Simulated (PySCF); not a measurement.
An equivalent PySCF input for Sr+ (strontium, charge +1), [Kr] 5s1, 2S determinant, with the spin-free X2C one-electron Hamiltonian (Gaussian nucleus):

```python
from pyscf import gto, scf, dft, mp, cc
import basis_set_exchange as bse
mol = gto.M(atom="Sr 0 0 0", charge=1, spin=1, symmetry="D2h",
            basis=gto.basis.parse(bse.get_basis("x2c-TZVPall", elements=["Sr"], fmt="nwchem", header=False)),
            nucmod="G")
mf = dft.UKS(mol, xc="M06L").sfx2c1e()
mf.irrep_nelec = {'Ag': (7, 6), 'B1g': (1, 1), 'B2g': (1, 1), 'B3g': (1, 1), 'B1u': (3, 3), 'B2u': (3, 3), 'B3u': (3, 3)}
mf.kernel()
```

It reaches the same state as the run whose output follows, with an energy that differs only through the grid. The run itself started from symmetry-adapted Hartree-Fock orbitals and held the occupation by maximum overlap, on a logarithmic radial grid, so the iterations belong to that start.

```
SCF conv_tol = 1e-09
number electrons alpha = 19  beta = 18
XC functionals = M06L
    Y. Zhao and D. G. Truhlar.,  J. Chem. Phys. 125, 194101 (2006)
    Y. Zhao and D. G. Truhlar.,  J. Chem. Phys. 125, 194101 (2006)
    Y. Zhao and D. G. Truhlar.,  Theor. Chem. Acc. 120, 215 (2008)
cycle= 1 E= -3178.90313847231  delta_E= -0.00469  |g|= 0.0187  |ddm|= 0.379
cycle= 2 E= -3178.90316494048  delta_E= -2.65e-05  |g|= 0.00888  |ddm|= 0.0179
cycle= 3 E= -3178.90317084303  delta_E= -5.9e-06  |g|= 0.000902  |ddm|= 0.00327
cycle= 4 E= -3178.9031710061  delta_E= -1.63e-07  |g|= 0.000213  |ddm|= 0.00137
cycle= 5 E= -3178.90317101755  delta_E= -1.15e-08  |g|= 3.66e-06  |ddm|= 0.000341
cycle= 6 E= -3178.90317101757  delta_E= -1.36e-11  |g|= 2.75e-07  |ddm|= 1.75e-05
converged SCF energy = -3178.90317101757  <S^2> = 0.75135419  2S+1 = 2.0013537
```
